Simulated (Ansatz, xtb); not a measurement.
Molecule: sum formula ZrOCl2, net charge -1, doublet state. The spin state was set by rule; other spins were not relaxed. 
Coordinates optimised at B3LYP-D3(BJ)/def2-TZVP (Ansatz, a first-principles code):
```
Zr
O 1 1.7757
Cl 1 2.4837 2 115.40
Cl 1 2.4837 2 115.40 3 180.00
```
Charge -1, spin multiplicity 2.

Harmonic wavenumbers from GFN2-xTB (xtb, at its own minimum), cm⁻¹: 23, 74, 149, 303, 363, 827.

**Question.** Give the harmonic wavenumbers at B3LYP-D3(BJ)/def2-TZVP (Ansatz, finite differences of forces, unscaled).

**Answer.** 45, 84, 178, 286, 345, 898 cm⁻¹. Zero-point energy 2.6 kcal/mol.

**Question.** From these and the geometry, give the ideal-gas thermochemistry at 298.15 K and 1 atm (rigid rotor, harmonic oscillator).

**Answer.** Point group C2v, rotational symmetry number 2. Rotational constants 4.267, 1.416, 1.063 GHz. S(trans) 41.44, S(rot) 26.93, S(vib) 13.99, S(elec, spin only) 1.38, S 83.7 cal/(mol K). H(298) - H(0) 4.29 kcal/mol; G - E(el) -18.0 kcal/mol.
